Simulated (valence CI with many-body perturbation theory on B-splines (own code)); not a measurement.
Sn XXVIII: what the settings do

Computed by relativistic CI+MBPT: five valence electrons over a frozen Dirac-Fock core [Ar], radial functions for each j: 6 s, 6 p, 5 d, 5 f, 1 g, with the one-electron correlation potential Σ1 (screened to all orders), the two-electron term Σ2, the three-electron term Σ3, Breit, model QED; selected single and double excitations, second order for the rest, scaled by the run's own slope (own B-spline code, finite nucleus).

The last digits are not significant, and no measured levels were compared; by estimate large intervals hold to a few tenths of a per cent, small ones and those within an open d or f shell to about a per cent. Among the levels kept, up to 580 cm⁻¹ of a level comes from second order outside the variational space, and about a tenth of that is noise between levels of different J, which matters for small intervals. Only levels of the ground parity were solved; by the run's estimate the other parity begins above the list, which can be wrong where configurations are misplaced.

The reference run has the lowest level (3d3/2^3 3d5/2^2) J=5/2 [a] and an ionisation energy of 1507.37 eV. Its largest variational space holds 9982 state functions.

Levels are named by their leading jj configuration (3d3/2^4 stands for four electrons in 3d with j = 3/2), which in mixed levels can hold well under half, so a name can repeat and another be missing. Letters in brackets count levels of one name in rising energy.

Changed runs:
A. cutoff of virtual states (hartree) 5000 → 57000
B. scale of Σ1 1 → 0
C. Davidson tolerance 2e-05 → 0.001
D. highest l in the core sums 6 → 2 (bad on purpose)

Excitation energies of the reference run in cm⁻¹, and shifts in cm⁻¹:

| Level | Reference | A | B | C | D |
| --- | --- | --- | --- | --- | --- |
| (3d3/2^4 3d5/2) J=5/2 | 85740 | -0.3 | +116 | 0 | -602 |
| (3d3/2^3 3d5/2^2) J=7/2 [a] | 126535 | +0.1 | -240 | 0 | +1839 |
| (3d3/2^3 3d5/2^2) J=3/2 | 130691 | +0.1 | -244 | 0 | -1771 |
| (3d3/2^3 3d5/2^2) J=11/2 | 132568 | +0.2 | -299 | 0 | +4046 |
| (3d3/2^3 3d5/2^2) J=5/2 [b] | 142301 | +0.4 | -469 | 0 | +1135 |
| (3d3/2^3 3d5/2^2) J=9/2 | 143456 | +0.3 | -410 | 0 | +3393 |
| (3d3/2^3 3d5/2^2) J=1/2 | 153415 | +0.3 | -438 | 0 | -2448 |
| (3d3/2^2 3d5/2^3) J=7/2 [a] | 178638 | +0.5 | -603 | 0 | +1591 |
| (3d3/2^3 3d5/2^2) J=5/2 [c] | 185363 | +0.4 | -576 | 0 | -971 |
| (3d3/2^2 3d5/2^3) J=11/2 | 203232 | +0.6 | -753 | 0 | +6741 |
| (3d3/2^3 3d5/2^2) J=7/2 [b] | 205227 | +0.4 | -537 | 0 | +692 |
| (3d3/2^2 3d5/2^3) J=1/2 | 210484 | +0.8 | -940 | 0 | +21 |
| Ionisation energy (eV) | 1507.37 | +0.00026 | -2.30 | 0 | -0.87 |

No effect on these energies: C.
